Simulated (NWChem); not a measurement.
System: SiN₂H₅Cl; SMILES N[SiH](N)Cl

NWChem input:

```
start job
memory heap 200 mb stack 900 mb global 1100 mb
geometry units angstroms noautosym nocenter noautoz
  Si     0.022121    -0.400769     0.376847
  N     -1.487397    -0.957946    -0.210241
  N      1.242596    -1.368231    -0.328099
  Cl     0.027592     1.627262    -0.131565
  H      0.290509    -0.418244     1.841352
  H     -2.290508    -0.341882    -0.235548
  H     -1.748447    -1.932623    -0.117502
  H      1.261092    -1.516767    -1.331197
  H      2.172435    -1.394183     0.074141
end
basis spherical
  Si library def2-svp
  N library def2-svp
  Cl library def2-svp
  H library def2-svp
end
dft
  xc b3lyp
  iterations 150
end
property
  efieldgrad
end
task dft property
```

The geometry was optimised at PBE0/def2-SVP.

Vzz is the largest principal value of the second derivative of the potential at the nucleus (NWChem prints the opposite sign); η is the asymmetry. Non-relativistic.

Atoms are numbered as in the input.

**Question.** What results follow from this input? (B3LYP/def2-SVP.) Quantities: Vzz N2 (a.u.); η N2; Vzz N3 (a.u.); η N3; Vzz Cl4 (a.u.); η Cl4.

**Answer.** The vzz N2 (a.u.) is -0.946 and the η N2 is 0.30. The vzz N3 (a.u.) is -0.890. The η N3 comes out as 0.36 and the vzz Cl4 (a.u.) comes out as 1.826. The η Cl4 is 0.09.
